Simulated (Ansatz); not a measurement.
Program: Ansatz. Geometries: PBE0-D4/def2-TZVP. ΔE: electronic, gas phase. CCSD(T)/CBS is the MP2 limit (def2-TZVPP, def2-QZVPP) plus CCSD(T) − MP2 in def2-TZVPP, frozen cores. This one scheme is used for every species. DFT in def2-TZVPP. Elements past krypton have def2 core potentials. For In outer-core shells are correlated without core-valence functions, which leaves a few kJ/mol of doubt a bond. Each species was taken in one conformer, which may not be the lowest.

`O[CH2][In]([F])[SiH3]` + H₂ → `[F][InH][SiH3]` + CH₃OH  (hydrogenolysis of the In–C bond)

| species | PBE energy (Eh) |
| --- | --- |
| `O[CH2][In]([F])[SiH3]` | -696.14492 |
| H₂ | -1.16614 |
| `[F][InH][SiH3]` | -581.69682 |
| CH₃OH | -115.63194 |

Problem. Work out ΔE.

Solution. ΔE = (-581.69682) + (-115.63194) − (-696.14492) − (-1.16614) = -0.01770 Eh = -46.5 kJ/mol. CCSD(T)/CBS gives -50.5 kJ/mol.

Largest T1 diagnostic among the species: 0.016.

The D4 term adds +7.2 kJ/mol with B3LYP and +4.0 kJ/mol with PBE0; it sums over pairs of atoms, weighted by their polarisabilities, and B3LYP, whose exchange is more repulsive, gets the larger term. In def2-TZVPP, CCSD(T) changes the Hartree–Fock value by +36.0 kJ/mol (the triples alone add +6.9 kJ/mol) and MP2 by +43.0 kJ/mol.

B3LYP here is the variant with VWN-RPA as its local correlation; programs differ in this.
